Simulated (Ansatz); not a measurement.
Sr₃S₄ (the lowest singlet isomer of a short search), 7 atoms. Hardware: 4 threads of INTEL XEON PLATINUM 8581C on a shared host.

In the def2 sets Sr takes a core potential; there is no spin–orbit coupling. Correlated methods freeze 20 core orbitals; core or outer-core shells of Sr are correlated, in sets that lack core-valence functions.

Q: How many basis functions does each of these Ansatz runs have, and roughly what does it cost? PBE0-D4/def2-SVP, charge 0 singlet, energy, from earlier orbitals; BHLYP-D4/def2-TZVP, charge 0 singlet, energy, from earlier orbitals; PBE-D4/def2-SVP, charge 0 singlet, relaxation, 13 steps; BLYP-D4/def2-TZVP, charge 0 singlet, energy, from earlier orbitals; ωB97M-V/def2-TZVP, charge 0 singlet, energy, from earlier orbitals; CCSD(T)/def2-SVP, charge 0 singlet, energy, from earlier orbitals; PBE-D4/def2-SVP, charge 0 singlet, energy, from earlier orbitals; PBE-D4/def2-TZVP, charge 0 singlet, energy and forces, from earlier orbitals; PBE0-D4/def2-TZVP, charge 0 singlet, energy, from earlier orbitals; MP2/def2-TZVP, charge 0 singlet, energy, from earlier orbitals; r2SCAN-D4/def2-TZVP, charge 0 singlet, energy, from earlier orbitals.

A: Other jobs shared the machine, so times can vary by a factor of up to 3. A dash marks memory too small to be measured apart from the calling script's.

```tsv
run	functions	fitting or Cholesky vectors	wall time	peak host memory (GiB)
PBE-D4/def2-SVP, charge 0 singlet, energy, from earlier orbitals	141	1663	1.7 s	–
PBE0-D4/def2-SVP, charge 0 singlet, energy, from earlier orbitals	141	1312	3.2 s	–
BLYP-D4/def2-TZVP, charge 0 singlet, energy, from earlier orbitals	247	1983	3.3 s	–
PBE-D4/def2-TZVP, charge 0 singlet, energy and forces, from earlier orbitals	247	1983	4 s	–
MP2/def2-TZVP, charge 0 singlet, energy, from earlier orbitals	247	1761	5.5 s	0.76
BHLYP-D4/def2-TZVP, charge 0 singlet, energy, from earlier orbitals	247	2196	6 s	1.2
PBE0-D4/def2-TZVP, charge 0 singlet, energy, from earlier orbitals	247	2050	6.5 s	1.1
r2SCAN-D4/def2-TZVP, charge 0 singlet, energy, from earlier orbitals	247	1983	6.5 s	0.57
ωB97M-V/def2-TZVP, charge 0 singlet, energy, from earlier orbitals	247	1995	14 s	1.3
PBE-D4/def2-SVP, charge 0 singlet, relaxation, 13 steps	141	1663	18 s	–
CCSD(T)/def2-SVP, charge 0 singlet, energy, from earlier orbitals	141	1312	22 s	1.1
```
